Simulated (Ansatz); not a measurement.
`NC#C[O][GeH3]` + `CN[SiH3]` → `C[N]([SiH3])[GeH3]` + `NC#CO`  (ligand exchange at a Ge–O bond)

Program: Ansatz. Geometries: PBE0-D4/def2-TZVP. ΔE: electronic, gas phase. CCSD(T)/CBS adds triple-zeta CCSD(T) − MP2 to the extrapolated MP2 energy (def2 sets, frozen cores). DFT in def2-TZVPP. For Ge outer-core shells are correlated without core-valence functions, which leaves a few kJ/mol of doubt a bond. Scalar relativity is left out up to krypton. Each species was taken in one conformer, which may not be the lowest.

(1) Is it downhill or uphill in electronic energy at CCSD(T)/CBS, and by how much? (Estimate.)

(2) What do these levels give: PBE0-D4, ωB97X-V, ωB97M-V, PBE, MP2/def2-QZVPP, HF/CBS(def2)? (Estimate.)

Largest T1 diagnostic among the species: 0.013.

Results:

(1) The calculation gave: Uphill: ΔE = +20.6 kJ/mol.

(2) Computed: PBE0-D4 21.9, ωB97X-V 25.4, ωB97M-V 23.7, PBE 27.9, MP2/def2-QZVPP 21.3, HF/CBS(def2) 38.6 kJ/mol.

The D4 term adds −7.3 kJ/mol with B3LYP and −3.9 kJ/mol with PBE0; it sums over pairs of atoms, weighted by their polarisabilities, and B3LYP, whose exchange is more repulsive, gets the larger term. In def2-TZVPP, CCSD(T) changes the Hartree–Fock value by −16.0 kJ/mol (the triples alone add −1.4 kJ/mol) and MP2 by −16.0 kJ/mol.

B3LYP here is the variant with VWN-RPA as its local correlation; programs differ in this.
